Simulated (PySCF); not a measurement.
A structure optimised at PBE0-D3(BJ)/def2-SVP, used in a PySCF frequency run:

```
Si
O 1 1.6566
H 2 0.9622 1 117.63
C 1 1.8998 2 112.32 3 174.31
H 4 1.1054 1 113.50 2 -115.06
H 4 1.1067 5 108.00 1 -124.83
N 4 1.4637 5 113.65 6 -127.62
H 7 1.0139 4 118.00 5 59.53
Si 7 1.7469 8 129.39 4 -176.77
H 9 1.4986 7 115.63 8 -61.78
H 9 1.5008 10 106.57 7 -130.85
Cl 1 2.0807 2 108.62 3 47.44
```

Q: Write its SMILES and formula.

A: O[Si@@]1(Cl)CN[SiH2]1, CH6ClNOSi2

Q: What are its rotational constants (standard atomic weights)?

A: 2.6539, 1.3166, 1.2073 GHz
